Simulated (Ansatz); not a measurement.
Molecule: N-dimethylboranylmethanamine, C3H10BN (charge 0, singlet). 
Structure (B3LYP-D3(BJ)/def2-TZVP (Ansatz, a quantum-chemistry and plane-wave program) minimum search):
```xyz
15

C      1.6089    -1.1548     0.5939
N      0.9805    -0.0611    -0.1237
B     -0.3732     0.2964    -0.1719
C     -0.7904     1.5639    -1.0203
C     -1.4710    -0.5258     0.6212
H      2.3315    -0.7888     1.3293
H      2.1331    -1.8334    -0.0854
H      0.8543    -1.7287     1.1266
H      1.6365     0.5092    -0.6359
H     -1.3487     2.2761    -0.4037
H      0.0481     2.1013    -1.4718
H     -1.4723     1.2752    -1.8273
H     -1.3024    -1.6054     0.6248
H     -2.4740    -0.3484     0.2282
H     -1.4885    -0.2108     1.6713
```

Basis-set convergence of Hartree-Fock and CCSD(T) correlation energies (hartree) with Ansatz. Cores are frozen in the correlated levels unless marked. No spin-orbit coupling. Non-relativistic.

```csv
basis,functions,E(HF),"E(corr, CCSD(T))"
cc-pVDZ,120,-198.62923,-0.78042
cc-pVTZ,290,-198.68748,-0.94008
cc-pVQZ,575,-198.70068,-0.98695
```

Extrapolating the two largest sets (X = 3 and 4) as X^-3: E(corr) = (64·(-0.98695) - 27·(-0.94008))/37 = -1.0212 Eh, an estimate of the basis-set limit. The largest set recovers 96.7 % of it, the smallest 76.4 %.
